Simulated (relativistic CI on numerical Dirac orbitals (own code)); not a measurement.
**Co5+: M2,3 absorption edge**

Computed with this model: Dirac-Coulomb-Breit CI, separate exchange-only KLI orbitals for each configuration, a model potential for QED, valence Slater integrals scaled by 0.9, multiplet model of core-to-valence dipole absorption; configurations [Ar] 3d4 → [Ne] 3s2 3p5 3d5; 300 K; Lorentzian 0.8 eV and Gaussian 0.3 eV FWHM. Energies are those of the free ion, without screening or charge transfer. The branching ratio is the share of the lower-energy edge in the whole absorption, uncertain by about 0.02 where the edges overlap. S is read from ⟨S²⟩ = S(S + 1).

Field parameters in Wybourne normalisation: Oh B⁴₀ = 21Dq, B⁴₄ = √(5/14) B⁴₀. The field is a parameter set, without covalency.

Computed curve for free ion, scaled to 100 at the maximum (points under 2 are left out and the grid is thinned):

Energy (eV), Intensity and a bar:
```
     58.5        2.2 
     59.0        4.6 #
     59.5        7.6 ##
     60.0        7.1 ##
     60.6        2.9 
     62.6        2.1 
     63.1        2.9 
     63.6        3.8 #
     64.1        5.3 #
     64.6        8.7 ##
     65.2        9.3 ##
     65.7       11.1 ###
     66.2       21.5 ######
     66.7       60.3 ###################
     67.2       95.9 ##############################
     67.7       45.0 ##############
     68.2       43.3 #############
     68.8       81.3 #########################
     69.3       38.0 ############
     69.8       14.8 ####
     70.3        7.9 ##
     70.8        5.1 #
     71.3        3.6 #
     71.9        2.7 
     72.4        2.3 
     72.9        2.0 
     74.2        2.1 
     74.7        2.4 
     75.2        3.1 
     75.7        4.3 #
     76.3        7.6 ##
     76.8       15.0 ####
     77.3       41.6 #############
     77.8       76.6 ########################
     78.3       55.6 #################
     78.8       23.6 #######
     79.4        8.4 ##
     79.9        4.7 #
     80.4        3.0 
     80.9        2.1
```

The ground state has S = 2.00, and the centroid lies at 70.84 eV.
